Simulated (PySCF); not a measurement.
C4H10BO3 (SMILES CCOB([O])OCC), doublet, geometry from GFN2-xTB, with bond 9-1 at 1.5 times its length; HF/STO-3G (PySCF).

The PySCF input:
```python
from pyscf import gto, scf

mol = gto.M(
    atom='''
C    -2.81467920   -0.04834872    0.01625368
C    -1.78733975    0.78115961   -0.71971677
O    -0.50270438    0.22312981   -0.68348064
B    -0.06890260   -0.41892683    0.49369585
O    -0.89371172   -0.69581013    1.48294405
O     1.25164373   -0.76973931    0.54942398
C     2.15631548   -0.42849351   -0.47643690
C     2.65629493    1.00576708   -0.34883494
H    -4.12948659    0.78729635    0.48150206
H    -3.07622155   -0.96787383   -0.49858892
H    -2.19997254   -0.37936594    0.94554588
H    -1.74929978    1.79649260   -0.29844213
H    -2.04596612    0.86021962   -1.78605946
H     1.68819627   -0.57587303   -1.45641034
H     2.98994326   -1.13180914   -0.36792871
H     3.40543974    1.20651896   -1.11020665
H     3.09326447    1.16200503    0.63416626
H     1.82497693    1.69442243   -0.47566395
''',
    basis='sto-3g',
    spin=1,
    verbose=4,
)

mf = scf.UHF(mol)
mf.kernel()
mo_i, mo_e, stable_i, stable_e = mf.stability(internal=True, external=True, return_status=True, nroots=6, tol=1e-6)
print('internally stable:', stable_i, ' externally stable:', stable_e)
if not stable_i:
    umf = mf.copy()
    umf.scf_summary = {}
    umf.kernel(umf.make_rdm1(mo_i, mf.mo_occ))
mf.analyze()
```

Predict the main parts of the log of this PySCF run.


```
PySCF version 2.14.0

[INPUT] verbose = 4
[INPUT] num. atoms = 18
[INPUT] num. electrons = 63
[INPUT] charge = 0
[INPUT] spin (= nelec alpha-beta = 2S) = 1
[INPUT] symmetry False subgroup None
[INPUT] Mole.unit = angstrom
[INPUT] Symbol           X                Y                Z      unit          X                Y                Z       unit  Magmom
[...]
nuclear repulsion = 385.421795689161
number of shells = 34
number of NR pGTOs = 150
number of NR cGTOs = 50
basis = sto-3g
ecp = {}

******** <class 'pyscf.scf.uhf.UHF'> ********
method = UHF
initial guess = minao
damping factor = 0
level_shift factor = 0
DIIS = <class 'pyscf.scf.diis.CDIIS'>
diis_start_cycle = 1
diis_space = 8
diis_damp = 0
SCF conv_tol = 1e-09
SCF conv_tol_grad = None
SCF max_cycles = 50
direct_scf = True
direct_scf_tol = 1e-13
number electrons alpha = 32  beta = 31
Set gradient conv threshold to 3.16228e-05
init E= -402.687775028602

cycle= 1 E= -401.002097631683  delta_E= 1.69  |g|= 0.564  |ddm|= 3.64
cycle= 2 E= -401.260638960518  delta_E= -0.259  |g|= 0.299  |ddm|= 1.07
cycle= 3 E= -401.320992486616  delta_E= -0.0604  |g|= 0.0891  |ddm|= 0.396
cycle= 4 E= -401.336944261263  delta_E= -0.016  |g|= 0.0437  |ddm|= 0.205
cycle= 5 E= -401.340935428321  delta_E= -0.00399  |g|= 0.0163  |ddm|= 0.125
cycle= 6 E= -401.34158845348  delta_E= -0.000653  |g|= 0.00962  |ddm|= 0.0447
cycle= 7 E= -401.34190906703  delta_E= -0.000321  |g|= 0.00577  |ddm|= 0.0385
cycle= 8 E= -401.342079491187  delta_E= -0.00017  |g|= 0.00387  |ddm|= 0.0303
cycle= 9 E= -401.342163249642  delta_E= -8.38e-05  |g|= 0.0033  |ddm|= 0.0199
cycle= 10 E= -401.342219769275  delta_E= -5.65e-05  |g|= 0.00325  |ddm|= 0.0144
cycle= 11 E= -401.342224984116  delta_E= -5.21e-06  |g|= 0.00327  |ddm|= 0.00132
cycle= 12 E= -401.342171440132  delta_E= 5.35e-05  |g|= 0.00304  |ddm|= 0.0142
cycle= 13 E= -401.341979909673  delta_E= 0.000192  |g|= 0.00196  |ddm|= 0.0732
cycle= 14 E= -401.341952913677  delta_E= 2.7e-05  |g|= 0.00149  |ddm|= 0.0297
cycle= 15 E= -401.341958097638  delta_E= -5.18e-06  |g|= 0.00129  |ddm|= 0.00918
cycle= 16 E= -401.34197162027  delta_E= -1.35e-05  |g|= 0.00102  |ddm|= 0.0119
cycle= 17 E= -401.3419886582  delta_E= -1.7e-05  |g|= 0.000634  |ddm|= 0.0175
cycle= 18 E= -401.341995726728  delta_E= -7.07e-06  |g|= 0.000263  |ddm|= 0.0155
cycle= 19 E= -401.341996213158  delta_E= -4.86e-07  |g|= 0.000121  |ddm|= 0.00483
cycle= 20 E= -401.341996270474  delta_E= -5.73e-08  |g|= 5.72e-05  |ddm|= 0.00134
[...]
converged SCF energy = -401.341996287504  <S^2> = 0.76389209  2S+1 = 2.0138442
<class 'pyscf.scf.uhf.UHF'> wavefunction has an internal instability
<class 'pyscf.scf.uhf.UHF'> wavefunction is stable in the real -> complex stability analysis
<class 'pyscf.scf.uhf.UHF'> wavefunction has an UHF/UKS -> GHF/GKS instability
internally stable: False  externally stable: False
converged SCF energy = -401.342770492074  <S^2> = 0.90128033  2S+1 = 2.1459546
Total Energy =                        -401.341996287503775
[...]
spin_pop of  7 C 2px      -0.00007
spin_pop of  7 C 2py      -0.00027
spin_pop of  7 C 2pz      -0.00003
spin_pop of  8 H 1s        0.06620
spin_pop of  9 H 1s       -0.00550
spin_pop of  10 H 1s       -0.06670
spin_pop of  11 H 1s        0.00025
spin_pop of  12 H 1s        0.00786
spin_pop of  13 H 1s       -0.00023
spin_pop of  14 H 1s        0.00087
spin_pop of  15 H 1s        0.00009
spin_pop of  16 H 1s        0.00003
spin_pop of  17 H 1s        0.00006
 ** Mulliken Spin Density (per atom)  **
spin density of  0 C =      0.09100
spin density of  1 C =     -0.01435
spin density of  2 O =      0.03445
spin density of  3 B =     -0.07768
spin density of  4 O =      0.94155
spin density of  5 O =      0.02035
spin density of  6 C =      0.00219
spin density of  7 C =     -0.00046
spin density of  8 H =      0.06620
spin density of  9 H =     -0.00550
spin density of  10 H =     -0.06670
spin density of  11 H =      0.00025
spin density of  12 H =      0.00786
spin density of  13 H =     -0.00023
spin density of  14 H =      0.00087
spin density of  15 H =      0.00009
spin density of  16 H =      0.00003
spin density of  17 H =      0.00006
 ** Mulliken pop alpha/beta on meta-lowdin orthogonal AOs **
 ** Mulliken pop       alpha | beta **
In total            32.00000 | 31.00000
 ** Mulliken atomic charges   ( Nelec_alpha | Nelec_beta ) **
charge of  0C =     -0.08381  (     3.08740      2.99640 )
charge of  1C =      0.04709  (     2.96928      2.98363 )
charge of  2O =     -0.21441  (     4.12443      4.08998 )
charge of  3B =      0.23224  (     2.34504      2.42272 )
charge of  4O =     -0.06845  (     4.50500      3.56345 )
charge of  5O =     -0.20193  (     4.11114      4.09079 )
charge of  6C =      0.07163  (     2.96528      2.96309 )
charge of  7C =     -0.11265  (     3.05610      3.05655 )
charge of  8H =     -0.00767  (     0.53693      0.47073 )
charge of  9H =      0.03125  (     0.48163      0.48713 )
charge of  10H =      0.06482  (     0.43424      0.50094 )
charge of  11H =      0.02575  (     0.48725      0.48700 )
charge of  12H =      0.03124  (     0.48831      0.48045 )
charge of  13H =      0.03335  (     0.48321      0.48344 )
charge of  14H =      0.03226  (     0.48431      0.48344 )
charge of  15H =      0.04039  (     0.47985      0.47976 )
charge of  16H =      0.03923  (     0.48040      0.48037 )
charge of  17H =      0.03966  (     0.48020      0.48014 )
Dipole moment(X, Y, Z, Debye):  0.07827,  0.67287, -0.85331
```
